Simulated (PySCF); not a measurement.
A side-by-side comparison of computed properties.

First species: C₅H₁₁NOSi₂.
Atom-mapped SMILES: `[CH3:1][C:2]#[C:3][CH2:4][C:5](=[O:6])[Si@H:7]([NH2:8])[SiH3:9]` (hydrogens: H10, H11, H12 on C1; H13, H14 on C4; H15 on Si7; H16, H17 on N8; H18, H19, H20 on Si9)

Second species: C4H12FNSi2.
SMILES: `C=C[C@@H](N)C[SiH2][SiH2]F`

Levels: PBE0/pcSseg-1 for HOMO energy, LUMO energy and HOMO–LUMO gap. Geometries: GFN2-xTB. Each species is one conformer at its optimised geometry, gas phase, non-relativistic unless stated. Electronic properties by PySCF.

The conformers computed, where there is a choice (atom-mapped SMILES and torsion angles):
- `[CH3:1][C:2]#[C:3][CH2:4][C:5](=[O:6])[Si@H:7]([NH2:8])[SiH3:9]`: C3–C4–C5–O6 145°, C4–C5–Si7–N8 -152°, H–N8–Si7–C5 -162°, H–N8–Si7–C5 -19°

The conformers of `C=C[C@@H](N)C[SiH2][SiH2]F` aren't listed.

Values for the first species:

* HOMO energy: -6.77 eV
* LUMO energy: -1.26 eV
* HOMO–LUMO gap: 5.51 eV

Task: Estimate the same properties for the second species, and the change in each.

Result: 
| property | first | second | second less first |
| --- | --- | --- | --- |
| HOMO energy | -6.77 eV | -7.27 eV | -0.50 eV |
| LUMO energy | -1.26 eV | -0.30 eV | +0.96 eV |
| HOMO–LUMO gap | 5.51 eV | 6.97 eV | +1.46 eV |

